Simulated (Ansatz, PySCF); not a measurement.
AlCl₂H₃O₂Si, SMILES [OH][Al]([OH])[SiH](Cl)Cl. Atoms are numbered in the order given.

```xyz
9

Si    -0.8299    -0.4595    -0.1189
Cl    -1.5020    -0.0828     1.8270
Cl    -1.5200     1.0752    -1.3693
Al     1.5932    -0.3257    -0.1061
O      2.4495    -1.7563     0.2050
O      2.4302     1.1314    -0.3596
H     -1.5039    -1.7060    -0.5680
H      3.4042    -1.8458     0.2814
H      2.0589     1.9945    -0.5622
```
Charge 0, spin multiplicity 1.

Geometry optimised at B3LYP-D3(BJ)/def2-SVP. The structure was generated by enumeration; whether it is a known compound was not checked. One conformer was computed; it need not be the lowest.

Two levels are set side by side: PBE-D3(BJ)/def2-SVP (Ansatz, an electronic-structure program) and B3LYP-D3(BJ)/def2-SVP (Ansatz). Each level has its own optimised geometry; the coordinates shown are those of the second. Frequencies come from the Hessian of PySCF at each geometry. Differences are taken from unrounded values.

```tsv
quantity	B3LYP-D3(BJ)
mean bond length (Å)	1.678
bond Si1–Cl2 (Å)	2.093
bond Si1–Cl3 (Å)	2.096
bond Si1–Al4 (Å)	2.427
bond Al4–O5 (Å)	1.696
bond Al4–O6 (Å)	1.699
bond Si1–H7 (Å)	1.486
bond O5–H8 (Å)	0.962
bond O6–H9 (Å)	0.961
highest harmonic wavenumber (cm⁻¹)	3927
mean harmonic wavenumber (cm⁻¹)	837
zero-point energy (kcal/mol)	25.12
```

Task: What does PBE-D3(BJ) give, and how far is it from B3LYP-D3(BJ)? (Estimate from the structure and the level; the computed values follow.)

Result: 
| quantity | PBE-D3(BJ) | PBE-D3(BJ) minus B3LYP-D3(BJ) |
|---|---|---|
| mean bond length (Å) | 1.688 | 0.010 |
| bond Si1–Cl2 (Å) | 2.096 | 0.003 |
| bond Si1–Cl3 (Å) | 2.100 | 0.004 |
| bond Si1–Al4 (Å) | 2.436 | 0.010 |
| bond Al4–O5 (Å) | 1.711 | 0.015 |
| bond Al4–O6 (Å) | 1.716 | 0.017 |
| bond Si1–H7 (Å) | 1.502 | 0.015 |
| bond O5–H8 (Å) | 0.971 | 0.009 |
| bond O6–H9 (Å) | 0.970 | 0.009 |
| highest harmonic wavenumber (cm⁻¹) | 3810 | -117 |
| mean harmonic wavenumber (cm⁻¹) | 813 | -23 |
| zero-point energy (kcal/mol) | 24.42 | -0.70 |

GGA bonds tend to be longer and softer than those of functionals with exact exchange. Differences between two approximate levels are no errors against the true value.
